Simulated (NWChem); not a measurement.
Molecule: C$_{4}$H$_{2}$F$_{2}$O; SMILES c1(occ(F)c1)F

Results from NWChem. Pople sets run with spherical d functions. Medium grid unless said otherwise, to which SCAN and Minnesota functionals are sensitive. All runs use the structure optimised with PBE0/def2-SVP.

Question: Order these by “highest occupied level (eV)”, lowest first: r2SCAN/6-31G*; BHandHLYP/6-31G*; r2SCAN0/6-31G*; B3LYP/6-31G*; LRC-wPBEh/6-31G*.

Answer: LRC-wPBEh/6-31G* (-8.35), BHandHLYP/6-31G* (-7.53), r2SCAN0/6-31G* (-6.68), B3LYP/6-31G* (-6.22), r2SCAN/6-31G* (-5.52)
